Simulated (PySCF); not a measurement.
Atomic charges against the basis set

B3FH5N3.
Structure used (PBE0-D3(BJ)/def2-SVP), in Å, numbered top down from 1:
```
atom  x, y, z in Å
F1    -2.6270    0.6393    0.9372
B2    -1.3963    0.3311    0.5042
N3    -0.9450   -1.0195    0.5039
B4     0.3595   -1.3736    0.0494
N5     1.2041   -0.3180   -0.4094
B6     0.7958    1.0501   -0.4282
N7    -0.5181    1.3499    0.0367
H8    -1.5706   -1.7427    0.8352
H9     0.7338   -2.5232    0.0530
H10    2.1329   -0.5495   -0.7351
H11    1.5339    1.9219   -0.8231
H12   -0.8418    2.3087    0.0385
```

PBE0 throughout (PySCF), one geometry, spherical d and f functions. Isolated species at its PBE0-D3(BJ)/def2-SVP geometry, gas phase. Atoms taken as equivalent share a column and are averaged. The first 7 of 8 kinds of atom are listed.

Mulliken charges (e):

```json
{"basis": "STO-3G", "functions": "40", "F1": "-0.140", "B2": "+0.431", "N3/N7": "-0.461", "B4/B6": "+0.292", "N5": "-0.448", "H8/H12": "+0.207", "H9/H11": "-0.065"}
{"basis": "6-31G", "functions": "73", "F1": "-0.327", "B2": "+0.767", "N3/N7": "-0.817", "B4/B6": "+0.519", "N5": "-0.810", "H8/H12": "+0.347", "H9/H11": "-0.032"}
{"basis": "pcSseg-0", "functions": "73", "F1": "-0.351", "B2": "+0.953", "N3/N7": "-0.952", "B4/B6": "+0.550", "N5": "-0.934", "H8/H12": "+0.347", "H9/H11": "+0.050"}
{"basis": "6-31G*", "functions": "108", "F1": "-0.293", "B2": "+0.584", "N3/N7": "-0.630", "B4/B6": "+0.293", "N5": "-0.608", "H8/H12": "+0.351", "H9/H11": "-0.028"}
{"basis": "cc-pVDZ", "functions": "123", "F1": "-0.123", "B2": "-0.036", "N3/N7": "+0.049", "B4/B6": "-0.110", "N5": "+0.051", "H8/H12": "+0.096", "H9/H11": "-0.029"}
{"basis": "def2-SVP", "functions": "123", "F1": "-0.145", "B2": "+0.058", "N3/N7": "-0.085", "B4/B6": "-0.032", "N5": "-0.089", "H8/H12": "+0.151", "H9/H11": "-0.019"}
{"basis": "pcSseg-1", "functions": "144", "F1": "-0.314", "B2": "+0.607", "N3/N7": "-0.543", "B4/B6": "+0.336", "N5": "-0.537", "H8/H12": "+0.220", "H9/H11": "+0.001"}
{"basis": "aug-cc-pVDZ", "functions": "206", "F1": "-0.512", "B2": "+0.915", "N3/N7": "-0.093", "B4/B6": "-0.443", "N5": "+0.092", "H8/H12": "-0.136", "H9/H11": "+0.493"}
{"basis": "6-311+G(2d,p)", "functions": "219", "F1": "-0.393", "B2": "+0.970", "N3/N7": "-0.756", "B4/B6": "+0.401", "N5": "-0.671", "H8/H12": "+0.264", "H9/H11": "+0.006"}
{"basis": "def2-TZVP", "functions": "247", "F1": "-0.271", "B2": "+0.360", "N3/N7": "-0.330", "B4/B6": "+0.092", "N5": "-0.322", "H8/H12": "+0.230", "H9/H11": "+0.010"}
{"basis": "cc-pVTZ", "functions": "280", "F1": "-0.251", "B2": "+0.139", "N3/N7": "-0.072", "B4/B6": "-0.044", "N5": "-0.086", "H8/H12": "+0.158", "H9/H11": "-0.021"}
{"basis": "IGLO-III", "functions": "295", "F1": "-0.380", "B2": "+0.766", "N3/N7": "-0.607", "B4/B6": "+0.461", "N5": "-0.586", "H8/H12": "+0.220", "H9/H11": "-0.078"}
{"basis": "pcSseg-2", "functions": "322", "F1": "-0.367", "B2": "+0.711", "N3/N7": "-0.540", "B4/B6": "+0.537", "N5": "-0.576", "H8/H12": "+0.150", "H9/H11": "-0.104"}
```

IAO charges (e):

```json
{"basis": "STO-3G", "functions": "40", "F1": "-0.182", "B2": "+0.398", "N3/N7": "-0.417", "B4/B6": "+0.174", "N5": "-0.404", "H8/H12": "+0.231", "H9/H11": "-0.010"}
{"basis": "6-31G", "functions": "73", "F1": "-0.333", "B2": "+0.536", "N3/N7": "-0.483", "B4/B6": "+0.181", "N5": "-0.454", "H8/H12": "+0.286", "H9/H11": "-0.001"}
{"basis": "pcSseg-0", "functions": "73", "F1": "-0.318", "B2": "+0.513", "N3/N7": "-0.460", "B4/B6": "+0.167", "N5": "-0.431", "H8/H12": "+0.278", "H9/H11": "-0.005"}
{"basis": "6-31G*", "functions": "108", "F1": "-0.337", "B2": "+0.575", "N3/N7": "-0.497", "B4/B6": "+0.205", "N5": "-0.467", "H8/H12": "+0.279", "H9/H11": "-0.010"}
{"basis": "cc-pVDZ", "functions": "123", "F1": "-0.337", "B2": "+0.557", "N3/N7": "-0.484", "B4/B6": "+0.182", "N5": "-0.452", "H8/H12": "+0.283", "H9/H11": "-0.005"}
{"basis": "def2-SVP", "functions": "123", "F1": "-0.334", "B2": "+0.553", "N3/N7": "-0.479", "B4/B6": "+0.185", "N5": "-0.447", "H8/H12": "+0.279", "H9/H11": "-0.009"}
{"basis": "pcSseg-1", "functions": "144", "F1": "-0.341", "B2": "+0.563", "N3/N7": "-0.490", "B4/B6": "+0.189", "N5": "-0.459", "H8/H12": "+0.283", "H9/H11": "-0.004"}
{"basis": "aug-cc-pVDZ", "functions": "206", "F1": "-0.344", "B2": "+0.567", "N3/N7": "-0.498", "B4/B6": "+0.189", "N5": "-0.466", "H8/H12": "+0.290", "H9/H11": "-0.002"}
{"basis": "6-311+G(2d,p)", "functions": "219", "F1": "-0.346", "B2": "+0.574", "N3/N7": "-0.504", "B4/B6": "+0.195", "N5": "-0.472", "H8/H12": "+0.291", "H9/H11": "-0.003"}
{"basis": "def2-TZVP", "functions": "247", "F1": "-0.348", "B2": "+0.580", "N3/N7": "-0.505", "B4/B6": "+0.198", "N5": "-0.473", "H8/H12": "+0.289", "H9/H11": "-0.005"}
{"basis": "cc-pVTZ", "functions": "280", "F1": "-0.347", "B2": "+0.579", "N3/N7": "-0.504", "B4/B6": "+0.196", "N5": "-0.472", "H8/H12": "+0.289", "H9/H11": "-0.005"}
{"basis": "IGLO-III", "functions": "295", "F1": "-0.348", "B2": "+0.578", "N3/N7": "-0.506", "B4/B6": "+0.196", "N5": "-0.474", "H8/H12": "+0.291", "H9/H11": "-0.003"}
{"basis": "pcSseg-2", "functions": "322", "F1": "-0.348", "B2": "+0.580", "N3/N7": "-0.507", "B4/B6": "+0.199", "N5": "-0.474", "H8/H12": "+0.290", "H9/H11": "-0.005"}
```

Hirshfeld charges (e):

```tsv
basis	functions	F1	B2	N3/N7	B4/B6	N5	H8/H12	H9/H11
STO-3G	40	-0.086	+0.212	-0.201	+0.141	-0.184	+0.115	-0.084
6-31G	73	-0.163	+0.240	-0.217	+0.142	-0.206	+0.139	-0.066
pcSseg-0	73	-0.163	+0.250	-0.221	+0.146	-0.207	+0.138	-0.071
6-31G*	108	-0.154	+0.239	-0.218	+0.141	-0.208	+0.139	-0.068
cc-pVDZ	123	-0.150	+0.241	-0.223	+0.147	-0.212	+0.139	-0.071
def2-SVP	123	-0.157	+0.251	-0.228	+0.152	-0.217	+0.140	-0.071
pcSseg-1	144	-0.164	+0.266	-0.237	+0.162	-0.227	+0.137	-0.066
aug-cc-pVDZ	206	-0.163	+0.266	-0.242	+0.163	-0.233	+0.138	-0.062
6-311+G(2d,p)	219	-0.169	+0.271	-0.243	+0.166	-0.235	+0.138	-0.063
def2-TZVP	247	-0.166	+0.267	-0.240	+0.163	-0.232	+0.139	-0.064
cc-pVTZ	280	-0.163	+0.266	-0.239	+0.162	-0.230	+0.139	-0.066
IGLO-III	295	-0.165	+0.271	-0.243	+0.165	-0.235	+0.138	-0.062
pcSseg-2	322	-0.167	+0.272	-0.244	+0.166	-0.236	+0.138	-0.063
```

ESP-fitted charges (e):

```json
{"basis": "STO-3G", "functions": "40", "F1": "-0.202", "B2": "+0.587", "N3/N7": "-0.540", "B4/B6": "+0.308", "N5": "-0.418", "H8/H12": "+0.257", "H9/H11": "-0.123"}
{"basis": "6-31G", "functions": "73", "F1": "-0.400", "B2": "+0.949", "N3/N7": "-0.850", "B4/B6": "+0.541", "N5": "-0.743", "H8/H12": "+0.375", "H9/H11": "-0.144"}
{"basis": "pcSseg-0", "functions": "73", "F1": "-0.397", "B2": "+0.921", "N3/N7": "-0.792", "B4/B6": "+0.487", "N5": "-0.675", "H8/H12": "+0.357", "H9/H11": "-0.142"}
{"basis": "6-31G*", "functions": "108", "F1": "-0.301", "B2": "+0.740", "N3/N7": "-0.730", "B4/B6": "+0.476", "N5": "-0.673", "H8/H12": "+0.344", "H9/H11": "-0.138"}
{"basis": "cc-pVDZ", "functions": "123", "F1": "-0.300", "B2": "+0.643", "N3/N7": "-0.602", "B4/B6": "+0.345", "N5": "-0.533", "H8/H12": "+0.315", "H9/H11": "-0.113"}
{"basis": "def2-SVP", "functions": "123", "F1": "-0.322", "B2": "+0.710", "N3/N7": "-0.644", "B4/B6": "+0.379", "N5": "-0.561", "H8/H12": "+0.321", "H9/H11": "-0.120"}
{"basis": "pcSseg-1", "functions": "144", "F1": "-0.355", "B2": "+0.845", "N3/N7": "-0.771", "B4/B6": "+0.494", "N5": "-0.687", "H8/H12": "+0.346", "H9/H11": "-0.134"}
{"basis": "aug-cc-pVDZ", "functions": "206", "F1": "-0.342", "B2": "+0.805", "N3/N7": "-0.750", "B4/B6": "+0.487", "N5": "-0.679", "H8/H12": "+0.342", "H9/H11": "-0.134"}
{"basis": "6-311+G(2d,p)", "functions": "219", "F1": "-0.360", "B2": "+0.868", "N3/N7": "-0.801", "B4/B6": "+0.510", "N5": "-0.715", "H8/H12": "+0.358", "H9/H11": "-0.133"}
{"basis": "def2-TZVP", "functions": "247", "F1": "-0.350", "B2": "+0.831", "N3/N7": "-0.767", "B4/B6": "+0.485", "N5": "-0.683", "H8/H12": "+0.350", "H9/H11": "-0.133"}
{"basis": "cc-pVTZ", "functions": "280", "F1": "-0.340", "B2": "+0.792", "N3/N7": "-0.728", "B4/B6": "+0.459", "N5": "-0.648", "H8/H12": "+0.339", "H9/H11": "-0.131"}
{"basis": "IGLO-III", "functions": "295", "F1": "-0.352", "B2": "+0.843", "N3/N7": "-0.776", "B4/B6": "+0.500", "N5": "-0.692", "H8/H12": "+0.348", "H9/H11": "-0.135"}
{"basis": "pcSseg-2", "functions": "322", "F1": "-0.363", "B2": "+0.872", "N3/N7": "-0.793", "B4/B6": "+0.510", "N5": "-0.700", "H8/H12": "+0.352", "H9/H11": "-0.138"}
```

Problem. Which scheme is steadiest as the basis changes?

Solution. Largest range over the bases for any column: Hirshfeld 0.08 e, IAO 0.18 e, ESP-fitted 0.36 e, Mulliken 1.03 e. Hirshfeld charges move least and Mulliken charges most, counted in e. Without the minimal STO-3G basis the ranges are Hirshfeld 0.03, IAO 0.07, ESP-fitted 0.31, Mulliken 1.03 e.

Problem. How much do the charges still move between the two largest bases, IGLO-III and pcSseg-2?

Solution. At most, over all atoms: Mulliken 0.077 e, IAO 0.002 e, Hirshfeld 0.001 e, ESP-fitted 0.029 e.

Problem. What do the same runs give for the total energy, the frontier levels and the dipole moment?

Solution. 
```json
{"basis": "STO-3G", "energy (Eh)": "-337.1195", "HOMO (eV)": "-5.20", "LUMO (eV)": "3.86", "μ (D)": "0.30"}
{"basis": "6-31G", "energy (Eh)": "-341.5019", "HOMO (eV)": "-7.93", "LUMO (eV)": "0.64", "μ (D)": "1.11"}
{"basis": "pcSseg-0", "energy (Eh)": "-340.8505", "HOMO (eV)": "-8.16", "LUMO (eV)": "0.53", "μ (D)": "0.97"}
{"basis": "6-31G*", "energy (Eh)": "-341.5747", "HOMO (eV)": "-7.80", "LUMO (eV)": "0.72", "μ (D)": "0.67"}
{"basis": "cc-pVDZ", "energy (Eh)": "-341.6085", "HOMO (eV)": "-7.93", "LUMO (eV)": "0.47", "μ (D)": "0.75"}
{"basis": "def2-SVP", "energy (Eh)": "-341.3424", "HOMO (eV)": "-8.02", "LUMO (eV)": "0.44", "μ (D)": "0.78"}
{"basis": "pcSseg-1", "energy (Eh)": "-341.5592", "HOMO (eV)": "-8.17", "LUMO (eV)": "0.27", "μ (D)": "0.92"}
{"basis": "aug-cc-pVDZ", "energy (Eh)": "-341.6299", "HOMO (eV)": "-8.15", "LUMO (eV)": "-0.06", "μ (D)": "0.90"}
{"basis": "6-311+G(2d,p)", "energy (Eh)": "-341.6947", "HOMO (eV)": "-8.18", "LUMO (eV)": "0.07", "μ (D)": "0.95"}
{"basis": "def2-TZVP", "energy (Eh)": "-341.7233", "HOMO (eV)": "-8.15", "LUMO (eV)": "0.20", "μ (D)": "0.89"}
{"basis": "cc-pVTZ", "energy (Eh)": "-341.7128", "HOMO (eV)": "-8.12", "LUMO (eV)": "0.26", "μ (D)": "0.85"}
{"basis": "IGLO-III", "energy (Eh)": "-341.7324", "HOMO (eV)": "-8.16", "LUMO (eV)": "0.11", "μ (D)": "0.91"}
{"basis": "pcSseg-2", "energy (Eh)": "-341.7257", "HOMO (eV)": "-8.19", "LUMO (eV)": "0.14", "μ (D)": "0.93"}
```

The dipole is fixed by the density alone, so its range of 0.81 D shows that the density itself changes with the basis, not only its division among atoms.
